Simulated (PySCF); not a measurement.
PySCF job for C3H5BFNO, SMILES CB(F)/C=N/C=O, TDDFT-M06-2X/def2-SVPD. The structure is a stationary point at B3LYP-D3(BJ)/def2-SVP. The structure was generated by enumeration; whether it is a known compound was not checked. The values are those of a single conformer.

```python
import numpy as np
from pyscf import gto, scf, dft, tdscf

mol = gto.M(
    atom='''
    C    -2.58989495    0.15735172   -1.03026228
    B    -1.41546278   -0.38850945   -0.15868755
    F    -1.64231432   -1.24208571    0.82976551
    C     0.09754073    0.02144364   -0.42466306
    N     1.00005608   -0.20414262    0.45206843
    C     2.31315342    0.24451767    0.31153629
    O     2.64100852    1.40224443    0.23607958
    H    -2.46992971    1.22891520   -1.26198211
    H    -3.58085075   -0.01669690   -0.58659375
    H    -2.55901116   -0.36440031   -2.00710294
    H     0.36881541    0.54262742   -1.36687245
    H     3.04586285   -0.59796227    0.35531823
    ''',
    basis='def2-SVPD',
    charge=0,
    spin=0,
    max_memory=1600,
    verbose=4,
)
mf = dft.RKS(mol, xc='m06-2x').density_fit(auxbasis='def2-universal-jkfit')
mf.grids.level = 4
mf.conv_tol = 1e-9
mf.max_cycle = 100
mf.kernel()
mf.grids = dft.Grids(mol).set(level=2).build(with_non0tab=True)  # coarser grid for the response kernel
td = tdscf.TDDFT(mf)
td.singlet = True
td.nstates = 10
td.conv_tol = 1e-4
td.positive_eig_threshold = 1e-6
td.kernel(x0=td.get_init_guess(mf, 15))
td.analyze()
tt = tdscf.TDA(mf)
tt.singlet = False
tt.nstates = 4
tt.conv_tol = 1e-4
tt.positive_eig_threshold = 1e-6
tt.kernel(x0=tt.get_init_guess(mf, 9))
tt.analyze(verbose=3)
```

Output:

```
PySCF version 2.14.0

[INPUT] verbose = 4
[INPUT] num. atoms = 12
[INPUT] num. electrons = 52
[INPUT] charge = 0
[INPUT] spin (= nelec alpha-beta = 2S) = 0
[INPUT] symmetry False subgroup None
[INPUT] Mole.unit = angstrom
[INPUT] Symbol           X                Y                Z      unit          X                Y                Z       unit  Magmom
[INPUT]  1 C     -2.589894950000   0.157351720000  -1.030262280000 AA   -4.894192146894   0.297351656029  -1.946913545670 Bohr   0.0
[INPUT]  2 B     -1.415462780000  -0.388509450000  -0.158687550000 AA   -2.674836993715  -0.734176457305  -0.299876008878 Bohr   0.0
[INPUT]  3 F     -1.642314320000  -1.242085710000   0.829765510000 AA   -3.103524275251  -2.347201815136   1.568029561510 Bohr   0.0
[INPUT]  4 C      0.097540730000   0.021443640000  -0.424663060000 AA    0.184325265690   0.040522606714  -0.802496878620 Bohr   0.0
[INPUT]  5 N      1.000056080000  -0.204142620000   0.452068430000 AA    1.889832100406  -0.385773642151   0.854285522262 Bohr   0.0
[INPUT]  6 C      2.313153420000   0.244517670000   0.311536290000 AA    4.371226447901   0.462071428917   0.588718265963 Bohr   0.0
[INPUT]  7 O      2.641008520000   1.402244430000   0.236079580000 AA    4.990782795443   2.649857932397   0.446125749802 Bohr   0.0
[INPUT]  8 H     -2.469929710000   1.228915200000  -1.261982110000 AA   -4.667490698826   2.322313158315  -2.384800562001 Bohr   0.0
[INPUT]  9 H     -3.580850750000  -0.016696900000  -0.586593750000 AA   -6.766827210443  -0.031552568129  -1.108501533882 Bohr   0.0
[INPUT] 10 H     -2.559011160000  -0.364400310000  -2.007102940000 AA   -4.835830242106  -0.688616785607  -3.792874860409 Bohr   0.0
[INPUT] 11 H      0.368815410000   0.542627420000  -1.366872450000 AA    0.696960115419   1.025417211479  -2.583014577713 Bohr   0.0
[INPUT] 12 H      3.045862850000  -0.597962270000   0.355318230000 AA    5.755846599487  -1.129984923123   0.671454141765 Bohr   0.0

nuclear repulsion = 256.896292591393
number of shells = 78
number of NR pGTOs = 266
number of NR cGTOs = 186
basis = def2-SVPD
ecp = {}


[settings echo left out]
init E= -372.5147478071
  HOMO = -0.283561771203262  LUMO = -0.125449311325978  gap/eV = 4.30246
cycle= 1 E= -371.4619343642  delta_E= 1.05  |g|= 0.844  |ddm|= 4.64
  HOMO = -0.224969213663772  LUMO = -0.0968825856760454  gap/eV = 3.48541
cycle= 2 E= -371.268113792404  delta_E= 0.194  |g|= 1.36  |ddm|= 2.62
  HOMO = -0.33419168326825  LUMO = -0.0677921211098975  gap/eV = 7.24910
cycle= 3 E= -371.616504398741  delta_E= -0.348  |g|= 0.131  |ddm|= 1.64
  HOMO = -0.335567354209713  LUMO = -0.0667836821118182  gap/eV = 7.31398
cycle= 4 E= -371.619035574086  delta_E= -0.00253  |g|= 0.0823  |ddm|= 0.216
  HOMO = -0.333687213786993  LUMO = -0.063320307826467  gap/eV = 7.35706
cycle= 5 E= -371.620329794507  delta_E= -0.00129  |g|= 0.0206  |ddm|= 0.104
  HOMO = -0.335926643912923  LUMO = -0.0630650361655403  gap/eV = 7.42494
cycle= 6 E= -371.620422708737  delta_E= -9.29e-05  |g|= 0.00677  |ddm|= 0.0334
  HOMO = -0.33571474412438  LUMO = -0.0629284273446085  gap/eV = 7.42289
cycle= 7 E= -371.620434953017  delta_E= -1.22e-05  |g|= 0.00245  |ddm|= 0.0115
  HOMO = -0.335857578492618  LUMO = -0.0628643459711182  gap/eV = 7.42852
cycle= 8 E= -371.620436433953  delta_E= -1.48e-06  |g|= 0.000882  |ddm|= 0.00478
  HOMO = -0.335883245482762  LUMO = -0.0628278549955144  gap/eV = 7.43022
cycle= 9 E= -371.620436668029  delta_E= -2.34e-07  |g|= 0.000157  |ddm|= 0.00158
  HOMO = -0.335905320282682  LUMO = -0.0628478451268282  gap/eV = 7.43027
cycle= 10 E= -371.620436684426  delta_E= -1.64e-08  |g|= 6.42e-05  |ddm|= 0.000504
  HOMO = -0.335897065286208  LUMO = -0.0628359653629711  gap/eV = 7.43037
cycle= 11 E= -371.62043668725  delta_E= -2.82e-09  |g|= 2.86e-05  |ddm|= 0.000168
  HOMO = -0.335899040106806  LUMO = -0.0628377049184867  gap/eV = 7.43038
cycle= 12 E= -371.620436688069  delta_E= -8.19e-10  |g|= 1.27e-05  |ddm|= 0.000107
  HOMO = -0.335898652481371  LUMO = -0.0628380476433272  gap/eV = 7.43036
Extra cycle  E= -371.620436688153  delta_E= -8.45e-11  |g|= 1.19e-05  |ddm|= 3.89e-05
converged SCF energy = -371.620436688153
tot grids = 105496
Overwritten attributes  positive_eig_threshold  of <class 'pyscf.tdscf.rks.TDDFT'>


******** <class 'pyscf.tdscf.rks.TDDFT'> for <class 'pyscf.df.df_jk.DFRKS'> ********
nstates = 10 singlet
deg_eia_thresh = 1.000e-03
wfnsym = None
conv_tol = 0.0001
eigh lindep = 1e-12
eigh level_shift = 0
eigh max_cycle = 100


Excitation energies (eV)
[3.34614584 4.53827793 5.72693345 6.05242517 6.97450989 7.03737795
 7.40129458 7.71854445 7.92471873 8.26595392]

** Singlet excitation energies and oscillator strengths **
Excited State   1:      3.34615 eV    370.53 nm  f=0.0025
      25 -> 27       -0.13965
      26 -> 27        0.67218
Excited State   2:      4.53828 eV    273.20 nm  f=0.0014
      25 -> 27        0.45304
      25 -> 28        0.16059
      25 -> 29       -0.24524
      26 -> 28        0.24848
      26 -> 29       -0.34094
Excited State   3:      5.72693 eV    216.49 nm  f=0.0179
      23 -> 27       -0.35640
      24 -> 27        0.40028
      25 -> 27       -0.29771
      26 -> 27       -0.11407
      26 -> 28        0.13645
      26 -> 29       -0.20426
Excited State   4:      6.05243 eV    204.85 nm  f=0.0040
      23 -> 27       -0.22290
      24 -> 27        0.32291
      25 -> 27        0.39617
      26 -> 27        0.10561
      26 -> 28       -0.24375
      26 -> 29        0.24350
      26 -> 32        0.11743
Excited State   5:      6.97451 eV    177.77 nm  f=0.1355
      23 -> 27       -0.43511
      23 -> 29        0.11293
      24 -> 27       -0.31017
      25 -> 28       -0.21420
      25 -> 29        0.20171
      26 -> 28        0.26378
Excited State   6:      7.03738 eV    176.18 nm  f=0.3090
      23 -> 27       -0.29088
      24 -> 27       -0.25284
      25 -> 28        0.33293
      25 -> 29       -0.35899
      26 -> 28       -0.17469
      26 -> 29        0.20937
Excited State   7:      7.40129 eV    167.52 nm  f=0.0159
      24 -> 27       -0.19513
      25 -> 29        0.10711
      26 -> 28       -0.36539
      26 -> 29       -0.35398
      26 -> 30       -0.29383
      26 -> 31       -0.10116
      26 -> 32        0.17547
Excited State   8:      7.71854 eV    160.63 nm  f=0.0093
      20 -> 27       -0.17283
      22 -> 27       -0.34686
      23 -> 28       -0.11369
      23 -> 29        0.14207
      24 -> 32        0.10424
      26 -> 28       -0.26618
      26 -> 29       -0.15042
      26 -> 30        0.11775
      26 -> 32       -0.30553
      26 -> 33        0.10976
Excited State   9:      7.92472 eV    156.45 nm  f=0.0051
      19 -> 27        0.11062
      20 -> 27        0.11525
      22 -> 27        0.48856
      26 -> 28       -0.15965
      26 -> 30        0.25877
      26 -> 32       -0.24377
      26 -> 33        0.10485
Excited State  10:      8.26595 eV    149.99 nm  f=0.0297
      22 -> 27        0.13454
      24 -> 28       -0.10712
      26 -> 29        0.15900
      26 -> 30       -0.49655
      26 -> 32       -0.36335

** Transition electric dipole moments (AU) **
state          X           Y           Z        Dip. S.      Osc.
  1         0.1157      0.1217      0.0484      0.0305      0.0025
  2         0.0704     -0.0494      0.0717      0.0125      0.0014
  3         0.2762      0.2029      0.1009      0.1276      0.0179
  4        -0.1240     -0.1056     -0.0191      0.0269      0.0040
  5        -0.8294      0.0341     -0.3223      0.7929      0.1355
  6        -1.2599     -0.3097     -0.3298      1.7919      0.3090
  7        -0.2678     -0.0535     -0.1150      0.0878      0.0159
  8         0.2077      0.0589     -0.0519      0.0493      0.0093
  9         0.0833      0.0807      0.1133      0.0263      0.0051
 10         0.1229     -0.3382      0.1318      0.1469      0.0297

** Transition velocity dipole moments (imaginary part, AU) **
state          X           Y           Z        Dip. S.      Osc.
  1         0.0116      0.0222      0.0098      0.0007      0.0039
  2         0.0116     -0.0121      0.0121      0.0004      0.0017
  3         0.0590      0.0453      0.0239      0.0061      0.0193
  4        -0.0276     -0.0251     -0.0053      0.0014      0.0042
  5        -0.2198      0.0085     -0.0864      0.0558      0.1453
  6        -0.3340     -0.0783     -0.0848      0.1249      0.3219
  7        -0.0734     -0.0159     -0.0311      0.0066      0.0162
  8         0.0627      0.0149     -0.0156      0.0044      0.0103
  9         0.0272      0.0253      0.0357      0.0027      0.0061
 10         0.0374     -0.1022      0.0435      0.0137      0.0301

** Transition magnetic dipole moments (imaginary part, AU) **
state          X           Y           Z
  1         0.8522      0.4205      0.2884
  2        -0.2054      0.8076     -0.0943
  3         0.2985     -0.0392      0.1605
  4        -0.3071     -0.5773      0.4701
  5        -0.6221     -0.4430     -0.0342
  6         0.5153      0.5120      0.3440
  7        -0.0236     -0.1097      0.5187
  8        -0.3303      0.2997     -1.0696
  9        -0.5682     -0.1658      0.0895
 10        -0.2449      0.0883      0.0671
Overwritten attributes  positive_eig_threshold  of <class 'pyscf.tdscf.rks.TDA'>


******** <class 'pyscf.tdscf.rks.TDA'> for <class 'pyscf.df.df_jk.DFRKS'> ********
nstates = 4 triplet
deg_eia_thresh = 1.000e-03
wfnsym = None
conv_tol = 0.0001
eigh lindep = 1e-12
eigh level_shift = 0
eigh max_cycle = 100


Excitation energies (eV)
[2.88900021 4.0902555  4.61553454 5.21408359]

** Triplet excitation energies and oscillator strengths **
Excited State   1:      2.88900 eV    429.16 nm  f=0.0000
Excited State   2:      4.09026 eV    303.12 nm  f=0.0000
Excited State   3:      4.61553 eV    268.62 nm  f=0.0000
Excited State   4:      5.21408 eV    237.79 nm  f=0.0000
```

The run converged.

Cost: roughly 25 core-minutes.
